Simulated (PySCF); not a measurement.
BeH₂, SMILES [BeH2]. Heavy atoms are numbered as in [BeH2:1]. Hydrogens are named by the atom that carries them.

Coordinates come from a PBE-D3(BJ)/def2-TZVPD optimisation. The isomer is the one that the SMILES or the coordinates give; other isomers of the formula were not compared.

Computed with PySCF with PBE/pcSseg-2.

GIAO shieldings, no solvent; atoms alike by connectivity are averaged. δ = σ(ref) − σ: ¹H against TMS (σ = 31.47 ppm), references at their B3LYP-D3(BJ)/def2-TZVP geometries, non-relativistic.

Task: Estimate the chemical shifts. (Estimate from the structure and the level; the computed values follow.)

Result: 
```
nucleus     atoms  count  δ (ppm)
-------  --------  -----  -------
¹H       H on Be1      2     3.53
```
